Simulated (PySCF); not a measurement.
**Electron correlation in I⁻ (iodine, charge -1)**

[Xe], closed-shell 1S. Computed with PySCF 2.14 in aug-cc-pVTZ-PP with ECP28MDF (6s5p4d2f, 55 functions), with scalar relativity through the core potential. Frozen: 4s2 4p6 4d10; 8 electrons correlated.

```
  level  correlation energy (mhartree)
   CCSD                        -162.28
    (T)                          -6.94
CCSD(T)                        -169.22
```

Diagnostics: T1 = 0.0058, D1 = 0.0101, largest double amplitude 0.030.

**Question.** Is a single reference adequate?

**Answer.** Yes, within this model without spin-orbit coupling: T1 lies below 0.03 and no double amplitude reaches 0.07.
